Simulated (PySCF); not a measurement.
Sn(vinyl)4 (C8H12Sn), SMILES C=[CH][Sn]([CH]=C)([CH]=C)[CH]=C.

Geometry optimised at B3LYP-D3(BJ)/def2-SVP. The isomer is the one that the SMILES or the coordinates give; other isomers of the formula were not compared. The def2 effective core potentials stand for the cores of Sn; spin–orbit coupling is left out. One conformer was computed; it need not be the lowest.

Two levels are set side by side: TDA-PBE/def2-SVP (PySCF) and TDA-ωB97X/def2-SVP (PySCF). Vertical, same geometry. The lowest singlet is HOMO−1→LUMO 51 %, HOMO→LUMO+1 21 %, HOMO−2→LUMO 9 %, HOMO→LUMO 8 % with PBE and HOMO−1→LUMO 37 %, HOMO→LUMO+2 15 %, HOMO−5→LUMO 13 % with the other functional; states are paired by order. Differences are taken from unrounded values.

| quantity | TDA-ωB97X |
|---|---|
| lowest singlet excitation (eV) | 6.27 |
| lowest triplet excitation (TDA) (eV) | 4.37 |

Question: What does TDA-PBE give, and how far is it from TDA-ωB97X? (An estimate is asked for; the answer gives what the named calculation found.)

Answer: 
```json
[
 {"quantity": "lowest singlet excitation (eV)", "TDA-PBE": "5.12", "TDA-PBE minus TDA-ωB97X": "-1.15"},
 {"quantity": "lowest triplet excitation (TDA) (eV)", "TDA-PBE": "4.32", "TDA-PBE minus TDA-ωB97X": "-0.05"}
]
```

Functionals without exact exchange tend to place singlet excitations lower, as here. Differences between two approximate levels are no errors against the true value.

Rough cost on one machine, each run with all the roots and properties that it gave: TDA-ωB97X against TDA-PBE about 4 times.
